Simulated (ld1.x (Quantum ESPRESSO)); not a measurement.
# Transferability test, PAW potential for O (Z = 8)

O (Z = 8), PAW, made with ld1.x (Quantum ESPRESSO) 7.5 (LDA (PZ), scalar-relativistic). Core [He], reference 2s2 2p4. Waves: 2s (bound): rcut 0.85, rcutus 0.90 bohr; 2s channel at -1.35 Ry: rcut 0.85, rcutus 0.90 bohr; 2p (bound): rcut 1.65, rcutus 2.25 bohr; 2p channel at 3.4 Ry: rcut 1.65, rcutus 2.25 bohr. Local part: all-electron potential smoothed inside 0.90 bohr (lloc = -1). Core correction: Bessel-smoothed model core inside 0.45 bohr. Augmentation charge: BESSEL, radius 0.75 bohr.

Energies are relative to the spin-unpolarised reference configuration 2s2 2p4; without spin polarisation the order of configurations can differ from experiment. Spin-polarised rows fill each open shell by Hund’s rule, majority spin first.

Question: Give the all-electron excitation energy and the error of the potential for: 2s2 2p3; 2s2 2p2; 2s2 2p1; 2s2 2p4.3; 2s1 2p5; 2s0 2p6; 2s2 2p0; 2s2 2p4 (spin-polarised); 2s2 2p3 (spin-polarised).

Answer:

| valence configuration | charge | ΔE all-electron (eV) | error AE − PS (meV) |
| --- | --- | --- | --- |
| 2s2 2p3 | +1 | 16.584 | +25 |
| 2s2 2p2 | +2 | 50.292 | +168 |
| 2s2 2p1 | +3 | 104.255 | +576 |
| 2s2 2p4.3 | -0.3 | -2.174 | +1.1 |
| 2s1 2p5 | 0 | 14.584 | +111 |
| 2s0 2p6 | 0 | 29.228 | -4.9 |
| 2s2 2p0 | +4 | 181.211 | +1462 |
| 2s2 2p4 (spin-polarised) | 0 | -1.409 | +68 |
| 2s2 2p3 (spin-polarised) | +1 | 12.572 | +290 |
